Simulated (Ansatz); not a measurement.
Pulling on the Sn1–O2 bond in SnO (multiplicity 1 held). Energies count from the point at 1.832 Å.


Signs of static correlation in def2-TZVPP, with CASSCF(10,8), from Ansatz (an electronic-structure program) runs.

```json
[
 {"R (Å)": "1.465", "T1 of restricted CCSD": "0.022", "⟨S²⟩ of UHF": "0.000", "largest double amplitude of restricted CCSD": "0.050", "weight of the CASSCF reference in MRCISD": "0.943", "CASSCF natural occupations": "2.00 2.00 1.98 1.96 1.96 0.04 0.04 0.02"},
 {"R (Å)": "1.649", "T1 of restricted CCSD": "0.030", "⟨S²⟩ of UHF": "0.000", "largest double amplitude of restricted CCSD": "0.052", "weight of the CASSCF reference in MRCISD": "0.941", "CASSCF natural occupations": "2.00 2.00 1.97 1.95 1.95 0.05 0.05 0.03"},
 {"R (Å)": "1.832", "T1 of restricted CCSD": "0.041", "⟨S²⟩ of UHF": "0.670", "largest double amplitude of restricted CCSD": "0.066", "weight of the CASSCF reference in MRCISD": "0.940", "CASSCF natural occupations": "2.00 2.00 1.96 1.94 1.94 0.06 0.06 0.04"},
 {"R (Å)": "2.015", "T1 of restricted CCSD": "0.058", "⟨S²⟩ of UHF": "0.890", "largest double amplitude of restricted CCSD": "0.080", "weight of the CASSCF reference in MRCISD": "0.938", "CASSCF natural occupations": "2.00 1.99 1.95 1.92 1.92 0.08 0.08 0.06"},
 {"R (Å)": "2.198", "T1 of restricted CCSD": "0.086", "⟨S²⟩ of UHF": "0.974", "largest double amplitude of restricted CCSD": "0.095", "weight of the CASSCF reference in MRCISD": "0.936", "CASSCF natural occupations": "2.00 1.99 1.93 1.90 1.90 0.11 0.11 0.08"},
 {"R (Å)": "2.473", "T1 of restricted CCSD": "0.188", "⟨S²⟩ of UHF": "?", "largest double amplitude of restricted CCSD": "?", "weight of the CASSCF reference in MRCISD": "0.934", "CASSCF natural occupations": "2.00 1.99 1.89 1.84 1.84 0.17 0.17 0.12"},
 {"R (Å)": "2.748", "T1 of restricted CCSD": "0.302", "⟨S²⟩ of UHF": "1.967", "largest double amplitude of restricted CCSD": "0.206", "weight of the CASSCF reference in MRCISD": "0.932", "CASSCF natural occupations": "2.00 1.98 1.82 1.74 1.74 0.27 0.27 0.19"},
 {"R (Å)": "3.206", "T1 of restricted CCSD": "0.109", "⟨S²⟩ of UHF": "2.010", "largest double amplitude of restricted CCSD": "0.207", "weight of the CASSCF reference in MRCISD": "0.930", "CASSCF natural occupations": "2.00 1.98 1.65 1.53 1.53 0.47 0.47 0.36"},
 {"R (Å)": "3.663", "T1 of restricted CCSD": "0.099", "⟨S²⟩ of UHF": "2.018", "largest double amplitude of restricted CCSD": "0.188", "weight of the CASSCF reference in MRCISD": "0.931", "CASSCF natural occupations": "2.00 1.97 1.63 1.31 1.31 0.69 0.69 0.38"},
 {"R (Å)": "4.213", "T1 of restricted CCSD": "0.081", "⟨S²⟩ of UHF": "2.020", "largest double amplitude of restricted CCSD": "0.197", "weight of the CASSCF reference in MRCISD": "0.934", "CASSCF natural occupations": "2.00 2.00 1.97 1.03 1.03 0.97 0.97 0.03"},
 {"R (Å)": "4.946", "T1 of restricted CCSD": "0.034", "⟨S²⟩ of UHF": "2.020", "largest double amplitude of restricted CCSD": "0.271", "weight of the CASSCF reference in MRCISD": "0.934", "CASSCF natural occupations": "2.00 2.00 1.97 1.01 1.01 0.99 0.99 0.03"},
 {"R (Å)": "5.862", "T1 of restricted CCSD": "0.012", "⟨S²⟩ of UHF": "2.020", "largest double amplitude of restricted CCSD": "0.295", "weight of the CASSCF reference in MRCISD": "0.934", "CASSCF natural occupations": "2.00 2.00 1.97 1.00 1.00 1.00 1.00 0.03"},
 {"R (Å)": "7.327", "T1 of restricted CCSD": "0.010", "⟨S²⟩ of UHF": "2.020", "largest double amplitude of restricted CCSD": "0.300", "weight of the CASSCF reference in MRCISD": "0.934", "CASSCF natural occupations": "2.00 2.00 1.97 1.00 1.00 1.00 1.00 0.03"}
]
```

Question: Complete the blanks.

Answer: 
- 2.473, ⟨S²⟩ of UHF: 1.260
- 2.473, largest double amplitude of restricted CCSD: 0.121

Doubts at one or more of the structures used: a restricted determinant that unrestricted orbitals would lower (R-CCSD(T)/def2-TZVPP); T1 above 0.05 (R-CCSD(T)/def2-TZVPP, U-CCSD(T)/def2-TZVPP); a spin-contaminated determinant (U-CCSD(T)/def2-TZVPP); the program's own flag: large difference (U-CCSD(T)/def2-TZVPP).
